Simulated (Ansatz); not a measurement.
A series at Si: from `[SeH][SiH]([SeH])[SeH]`, ligands are replaced one by one, each step taking up H₂ and setting free H₂Se; n counts the steps. Ansatz, PBE0-D4/def2-TZVP geometries. Each molecule was computed in one conformer, which needn't be the lowest.

| n | molecule | HOMO energy, ωB97M-V/def2-TZVPP (eV) |
| --- | --- | --- |
| 0 | `[SeH][SiH]([SeH])[SeH]` | ? |
| 1 | `[SeH][SiH2][SeH]` | -9.15 |
| 2 | `[SiH3][SeH]` | -9.26 |
| 3 | SiH₄ | -12.14 |

By hand: fit a straight line y = ȳ + b (n − n̄) to the 3 given rows and predict n = 0.

n̄ = 2.000, ȳ = -10.183; Σ(n − n̄)(y − ȳ) = -2.990, Σ(n − n̄)² = 2.000, so b = -1.495 eV a step. Prediction: -10.183 + (-1.495) × (-2.000) = -7.19 eV.

By hand: compare with the computed value, -9.33 eV, and give the steps along the whole series.

The line misses by -2.14 eV (computed minus predicted). Steps: 0.18, -0.11, -2.88 eV.

The steps change sign along the series, so a line is a poor guide. The highest orbital can change its character along such a series. The miss is 71.6 % of the series' range.
